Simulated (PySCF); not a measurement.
An unknown is described by computed data only.

Formula: C4H12Al; charge -1.

- Rotational structure: rotational constants A, B, C: 2.671, 2.668, 2.665 GHz [PBE0-D3(BJ)/def2-SVP]
- 1H NMR: chemical shifts (computed TMS as zero) by class: -1.42 (12 H) ppm [GIAO PBE0/pcSseg-1]
- XPS: C1s 284.5 (×4), Al1s 1559.3 eV [ΔSCF SCAN, pcX-2 on the ionised atom, pcseg-1 elsewhere, spin-free X2C]
- 13C NMR: chemical shifts (computed TMS as zero) by class: -9.3 (4 C) ppm [GIAO PBE0/pcSseg-1]
- NMR, other nuclei: isotropic shieldings of nuclei other than C and H, by class: 416 (1 Al) ppm [GIAO PBE0/pcSseg-1]

The electronic properties come from PySCF, for the isolated species, density fitting. Levels stand in brackets. Isolated species at its PBE0-D3(BJ)/def2-SVP geometry, gas phase. No diffuse functions stand in pcSseg-1, which bears on an anion's orbital energies. NMR classes are plain means over equivalent atoms (diastereotopic ones count apart unless rotation or inversion swaps them), as if these changed places fast.

Task: Give a SMILES that accounts for the data.

Result: Numbering: `[CH3:1][Al-:2]([CH3:3])([CH3:4])[CH3:5]`. 4 carbons fall into 1 class: methyl carbon [C1/C3/C4/C5] (-9.3 ppm, 4 C). All hydrogens form one class (-1.42 ppm): methyl hydrogen. The other shieldings belong to: 416 ppm, aluminium bonded to 4 C [Al2]. The core levels belong to: C1s 284.5 eV, methyl carbon [C1/C3/C4/C5]; Al1s 1559.3 eV, aluminium bonded to 4 C [Al2]. The optimised geometry has point group Td and is a spherical top (the spread among constants that symmetry makes equal is optimisation noise). Structure: `[CH3][Al-]([CH3])([CH3])[CH3]`. The assignments are read from this structure; whether some other isomer fits the data as well wasn't checked.
